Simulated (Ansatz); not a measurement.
`NCO[SiH2]N`, relaxed with RKS PBE-D4/def2-SVP in the Gaussian-basis code of Ansatz from a rough embedded geometry. The force threshold is 0.03 eV/Å; the program also tests the step.

The species carries charge 0 and has multiplicity 1.

Start:

```xyz
13

N     0.354    1.171    2.117
C     0.165   -0.010    1.405
O    -0.010    0.322    0.054
Si   -0.171   -0.994   -1.078
N    -0.358   -0.221   -2.529
H     1.124    1.734    1.691
H    -0.459    1.803    1.883
H    -0.706   -0.540    1.750
H     1.096   -0.622    1.570
H     1.022   -1.822   -1.019
H    -1.432   -1.669   -0.701
H     0.513    0.350   -2.687
H    -1.138    0.498   -2.457
```

(1) How much energy does the relaxation release, and in how many steps? (Estimate.)

(2) Which bonds change most? (Best estimate.)

(3) Give the relaxed structure. (Best estimate.)

## Answers

(1) Ansatz gave: 58.64 kJ/mol, in 6 steps.

(2) Ansatz gave: Si4–N5 from 1.654 to 1.729 Å; O3–Si4 from 1.743 to 1.689 Å; Si4–H10 from 1.454 to 1.507 Å; C2–H8 from 1.076 to 1.116 Å.

(3) Computed: 
```xyz
13

N     0.367    1.221    2.288
C     0.199    0.037    1.507
O     0.027    0.308    0.107
Si   -0.190   -0.882   -1.071
N    -0.358   -0.218   -2.659
H     1.182    1.749    1.952
H    -0.447    1.838    2.168
H    -0.690   -0.519    1.890
H     1.092   -0.616    1.654
H     1.013   -1.790   -1.084
H    -1.447   -1.656   -0.768
H     0.456    0.219   -3.099
H    -1.205    0.308   -2.886
```
